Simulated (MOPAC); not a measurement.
MOPAC input (PM7):

```
PM7 PRECISE GNORM=0.05 LET XYZ UHF MS=0.5 GEO-OK AUX(PRECISION=9) THREADS=1
CClF2

F    -0.67566500 1   -0.86675400 1   -1.05113900 1
C    -0.53150000 1   -0.06471900 1   -0.00882400 1
F    -0.72804300 1   -0.73213900 1    1.11651500 1
Cl    0.93072800 1    0.86931500 1   -0.03149700 1
```

Output:

```
 *******************************************************************************
 **                                                                           **
 **                              MOPAC v23.2.5                                **
 **                                                                           **
 *******************************************************************************
 ** MOPAC's Digital Object Identifier: https://doi.org/10.5281/zenodo.6511958 **
 **                                                                           **
 ** Please cite the open-source release paper for use of this MOPAC version:  **
 ** J. E. Moussa and J. J. P. Stewart (2026)                                  **
 ** MOPAC: An open-source semiempirical molecular orbital program             **
 ** J. Open Source Softw., 11(119), 8025, https://doi.org/10.21105/joss.08025 **
 *******************************************************************************

                              PM7 CALCULATION RESULTS

 *******************************************************************************
 *  PM7        - The PM7 Hamiltonian to be used
 *  GEO-OK     - OVERRIDE INTERATOMIC DISTANCE AND OTHER SAFETY CHECKS
 *  UHF        - UNRESTRICTED HARTREE-FOCK CALCULATION
 *  MS=        - IN MECI, MAGNETIC COMPONENT OF SPIN =  0.5
 *  LET        - OVERRIDE SOME SAFETY CHECKS
 *  PRECISE    - TIGHTER CRITERIA TO BE USED
 *  XYZ        - CARTESIAN COORDINATE SYSTEM TO BE USED
 *  GNORM      - EXIT WHEN GRADIENT NORM DROPS BELOW 0.050
 *  AUX        - OUTPUT AUXILIARY INFORMATION
 *******************************************************************************
PM7 PRECISE GNORM=0.05 LET XYZ UHF MS=0.5 GEO-OK AUX(PRECISION=9) THREADS=1
 CClF2

   ATOM   CHEMICAL          X               Y               Z
  NUMBER   SYMBOL      (ANGSTROMS)     (ANGSTROMS)     (ANGSTROMS)

     1       F         -0.67566500  *  -0.86675400  *  -1.05113900  *
     2       C         -0.53150000  *  -0.06471900  *  -0.00882400  *
     3       F         -0.72804300  *  -0.73213900  *   1.11651500  *
     4      Cl          0.93072800  *   0.86931500  *  -0.03149700  *

          CARTESIAN COORDINATES

    NO.       ATOM           X           Y           Z

     1         F         -0.6757     -0.8668     -1.0511
     2         C         -0.5315     -0.0647     -0.0088
     3         F         -0.7280     -0.7321      1.1165
     4        Cl          0.9307      0.8693     -0.0315

 General Reference for PM7:
 "Optimization of Parameters for Semiempirical Methods VI: More Modifications to the
 NDDO Approximations and Re-optimization of Parameters", J. J. P. Stewart, J. Mol. Mod., 1:32, 19 (2013)
 https://link.springer.com/article/10.1007/s00894-012-1667-x

           Empirical Formula: C F2 Cl  =     4 atoms

      MOLECULAR POINT GROUP   :   Cs

          UHF CALCULATION, NO. OF ALPHA ELECTRONS =   13
                           NO. OF BETA  ELECTRONS =   12

          Geometry optimization using EF

          DIAGONAL MATRIX USED AS START HESSIAN

 CYCLE:     1  GRAD.:    62.233 HEAT: -79.05116
 CYCLE:     2  GRAD.:   530.982 HEAT: -44.15005
 CYCLE:     3  GRAD.:   114.817 HEAT: -76.05988
 CYCLE:     4  GRAD.:    72.184 HEAT: -76.17674
 CYCLE:     5  GRAD.:    21.383 HEAT: -80.21469
 CYCLE:     6  GRAD.:    15.701 HEAT: -80.39857
 CYCLE:     7  GRAD.:    57.248 HEAT: -79.99107
 CYCLE:     8  GRAD.:    34.723 HEAT: -79.87958
 CYCLE:     9  GRAD.:    19.636 HEAT: -80.43317
 CYCLE:    10  GRAD.:     6.576 HEAT: -80.52650
 CYCLE:    11  GRAD.:     0.422 HEAT: -80.53386
 CYCLE:    12  GRAD.:     0.131 HEAT: -80.53394
 CYCLE:    13  GRAD.:     0.024 HEAT: -80.53395

     GRADIENT =  0.02354 IS LESS THAN CUTOFF =  0.05000

 -------------------------------------------------------------------------------
 PM7 PRECISE GNORM=0.05 LET XYZ UHF MS=0.5 GEO-OK AUX(PRECISION=9) THREADS=1
 CClF2

     GEOMETRY OPTIMISED USING EIGENVECTOR FOLLOWING (EF).
     SCF FIELD WAS ACHIEVED

                              PM7 CALCULATION
                                                       MOPAC v23.2.5 Linux

          FINAL HEAT OF FORMATION =        -80.53395 KCAL/MOL =    -336.95406 KJ/MOL

          COSMO AREA              =         90.17 SQUARE ANGSTROMS
          COSMO VOLUME            =         73.07 CUBIC ANGSTROMS

          GRADIENT NORM           =          0.02354          =       0.01177 PER ATOM
          IONIZATION POTENTIAL    =         10.662356 EV
          ALPHA SOMO LUMO (EV)    =        -10.662 -0.115
          BETA  SOMO LUMO (EV)    =        -12.273 -1.491
          NO. OF ALPHA ELECTRONS  =         13
          NO. OF BETA  ELECTRONS  =         12
          MOLECULAR WEIGHT        =         85.4608         POINT GROUP:  Cs

          MOLECULAR DIMENSIONS (Angstroms)

            Atom       Atom       Distance
           Cl     4    F     3     2.56679
            F     3    F     1     1.93539
            C     2   Cl     4     0.33128

          SCF CALCULATIONS        =         14

   ATOM   CHEMICAL          X               Y               Z
  NUMBER   SYMBOL      (ANGSTROMS)     (ANGSTROMS)     (ANGSTROMS)

     1       F         -0.68981102  *  -0.85922401  *  -1.02879157  *
     2       C         -0.48239363  *  -0.08452603  *  -0.00652264  *
     3       F         -0.74171519  *  -0.72671773  *   1.09282456  *
     4      Cl          0.92250937  *   0.87136298  *  -0.03185338  *

                             CARTESIAN COORDINATES

   1    F       -0.689811022    -0.859224012    -1.028791573
   2    C       -0.482393633    -0.084526029    -0.006522644
   3    F       -0.741715188    -0.726717729     1.092824558
   4   Cl        0.922509367     0.871362976    -0.031853378

           Empirical Formula: C F2 Cl  =     4 atoms

      MOLECULAR POINT GROUP   :   Cs

          ALPHA EIGENVALUES
 -42.86845 -42.66651 -27.95944 -23.06457 -19.12600 -18.81222 -18.54968 -17.05547
 -16.48084 -15.23981 -12.82339 -12.30774 -10.66236  -0.11506   2.09994   2.24504
  67.74233  67.90872  68.01707  68.91821  68.92074

           BETA EIGENVALUES
 -42.70321 -42.49387 -27.39537 -22.52328 -19.05376 -18.73402 -18.24471 -17.00492
 -16.56039 -14.97271 -12.47968 -12.27314  -1.49088   0.09144   2.39387   2.68807
  67.83518  68.03325  68.08001  68.97633  68.97941

              NET ATOMIC CHARGES AND DIPOLE CONTRIBUTIONS

  ATOM NO.   TYPE          CHARGE      No. of ELECS.   s-Pop       p-Pop       d-Pop
    1          F          -0.161614        7.1616     1.96191     5.19970
    2          C           0.374778        3.6252     1.33713     2.28810
    3          F          -0.161616        7.1616     1.96191     5.19970
    4         Cl          -0.051549        7.0515     1.98480     5.05874     0.00801
 DIPOLE           X         Y         Z       TOTAL
 POINT-CHG.     0.014     0.863    -0.054     0.865
 HYBRID         0.170    -0.867     0.058     0.885
 SUM            0.184    -0.004     0.005     0.184

          ATOMIC ORBITAL ELECTRON POPULATIONS

     Atom    s        px        py        pz      x^2-y^2     xz        z^2       yz        xy
    1  F   1.96191   1.92758   1.72264   1.54948
    2  C   1.33713   0.75917   0.82987   0.69905
    3  F   1.96191   1.91740   1.79695   1.48535
    4 Cl   1.98480   1.40042   1.68500   1.97331   0.00112   0.00118   0.00106   0.00107   0.00359

                    (SZ)    =    0.500000
                    (S**2)  =    0.752617

          ATOMIC ORBITAL SPIN POPULATIONS

    Atom   Total    s     px     py     pz   x^2-y^2  xz     z^2    yz     xy
         Atomic
    1  F  0.0613  0.000  0.011  0.047  0.003
    2  C  0.7216  0.187  0.268  0.254  0.012
    3  F  0.0613  0.000  0.009  0.041  0.011
    4 Cl  0.1557  0.001  0.176 -0.021 -0.000  0.000  0.000 -0.000 -0.000  0.000

 **********************
 *                    *
 * JOB ENDED NORMALLY *
 *                    *
 **********************

 == MOPAC DONE ==
```

The geometry given is a B3LYP-D3(BJ)/def2-TZVP minimum.
